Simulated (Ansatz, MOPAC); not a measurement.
System: HTe (charge -1, singlet). SMILES: [TeH-]

Atoms: Te1, H2. Bonds: Te1-H2.

Bond lengths (Å) and angles (degrees) optimised at PM7 with MOPAC; HF/STO-3G with Ansatz (an electronic-structure program); MP2/6-31G* with LANL2DZ past Ar with Ansatz, each started from the B3LYP-D3(BJ)/def2-TZVP structure (Ansatz) of the last column. A row stands for all coordinates that are equal there. 6-31G* holds six Cartesian d functions.

```tsv
coordinate	PM7	HF/STO-3G	MP2/6-31G* with LANL2DZ past Ar	B3LYP-D3(BJ)/def2-TZVP
Te1-H2	1.669	1.615	1.706	1.674
```

Mean signed difference of all 1 bond lengths from B3LYP-D3(BJ)/def2-TZVP: PM7 -0.005 Å, HF/STO-3G -0.059 Å, MP2/6-31G* with LANL2DZ past Ar 0.032 Å.
